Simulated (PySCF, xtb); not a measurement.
C4H6ClF, SMILES CC/C(F)=C/Cl. One conformer was computed; it need not be the lowest.

Harmonic wavenumbers (cm⁻¹) from GFN2-xTB in xtb at its own minimum, in rising order: 52, 140, 164, 213, 296, 341, 493, 589, 770, 781, 820, 873, 1012, 1073, 1081, 1144, 1219, 1252, 1310, 1408, 1457, 1493, 1497, 1695, 2979, 3014, 3046, 3048, 3050, 3106.

Q: What does B3LYP-D3(BJ)/def2-SVP (PySCF) give at its own minimum? (Estimate from the structure and the level; the computed values follow.)

A: 79, 154, 186, 240, 317, 365, 530, 652, 782, 797, 839, 880, 996, 1080, 1091, 1184, 1265, 1331, 1365, 1396, 1446, 1468, 1484, 1748, 3027, 3039, 3096, 3124, 3133, 3234. Paired by order, the mean absolute difference is 35 cm⁻¹ and the zero-point energies are 56.3 and 57.6 kcal/mol.
